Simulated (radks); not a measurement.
Values are calculated unless marked as measured or tabulated.
The silver ion Ag32+, configuration [Ne] 3s2 3p3. Level of theory: scalar-relativistic Kohn-Sham, r2SCAN, spin-polarised, spherical densities, finite nucleus; open shells are filled with parallel spins first (spin-orbit coupling, left out, can overturn this in heavy ions); meta-GGA in the generalised Kohn-Sham scheme; Fermi nuclear charge, rms radius 4.5454 fm (a radial shooting solver on a logarithmic mesh with Libxc functionals).

Normalised radial functions P(r) = r R(r), r in bohr:

```
   r/bohr * 2p up, o 3s down (the largest magnitude, 2.86, reaches the edge; | marks zero, & curves that meet)
 0.002309                             * o
 0.003205                             *  o
 0.004449                             |*  o
 0.006176                             |*   o
 0.008573                             | *   o
   0.0119                             |  *   o
  0.01652                             |    * o
  0.02293                             |     o *
  0.03184                             |  o         *
   0.0442                           o |                 *
  0.06135                      o      |                       *
  0.08517                  o          |                          *
   0.1182                    o        |                        *
   0.1641                             |o                *
   0.2278                             |        *    o
   0.3163                             |  *               o
   0.4391                             *            o
   0.6095                             *    o
   0.8461                             *o
```

2p up: eigenvalue -5047.5 eV, 0 radial nodes, <r> = 0.116 bohr, 90 % of the charge inside 0.188 bohr. 3s down: eigenvalue -2047.1 eV, 2 radial nodes at r = 0.0392, 0.159 bohr, <r> = 0.329 bohr, 90 % of the charge inside 0.476 bohr.
